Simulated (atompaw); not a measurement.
**u(r) = r·R(r): atom against pseudo-atom (silicon)**

Columns: radius, all-electron u(r) and pseudo u(r) of the 3s shell (level -10.81 eV) of silicon in the configuration [Ne] 3s2 3p2; PBE, scalar-relativistic, PAW (atompaw) scheme, atompaw 4.2.0.5.

| r (bohr) | all-electron | pseudo |
| --- | --- | --- |
| 0.075 | 0.1654 | 0.0495 |
| 0.150 | -0.0030 | 0.0987 |
| 0.225 | -0.1858 | 0.1475 |
| 0.300 | -0.2999 | 0.1956 |
| 0.375 | -0.3383 | 0.2429 |
| 0.450 | -0.3164 | 0.2890 |
| 0.525 | -0.2529 | 0.3339 |
| 0.600 | -0.1642 | 0.3773 |
| 0.675 | -0.0625 | 0.4190 |
| 0.750 | 0.0432 | 0.4589 |
| 0.825 | 0.1469 | 0.4967 |
| 0.900 | 0.2448 | 0.5322 |
| 0.975 | 0.3344 | 0.5654 |
| 1.050 | 0.4146 | 0.5961 |
| 1.125 | 0.4848 | 0.6240 |
| 1.200 | 0.5450 | 0.6492 |
| 1.275 | 0.5959 | 0.6715 |
| 1.350 | 0.6381 | 0.6907 |
| 1.425 | 0.6720 | 0.7069 |
| 1.500 | 0.6981 | 0.7198 |
| 1.575 | 0.7172 | 0.7296 |
| 1.650 | 0.7298 | 0.7360 |
| 1.725 | 0.7366 | 0.7392 |
| 1.800 | 0.7382 | 0.7390 |
| 1.875 | 0.7354 | 0.7355 |
| 1.950 | 0.7287 | 0.7287 |

(1) How many radial nodes do the two functions have?

(2) Is the pseudo-wave norm-conserving?

Answers

(1) The all-electron 3s function has n − l − 1 = 2; the pseudo-wave has 0, since the states of the same l below it are removed with the core.

(2) No, it belongs to a PAW set: the norm inside the radius is not constrained, and the difference is carried by the augmentation charge.
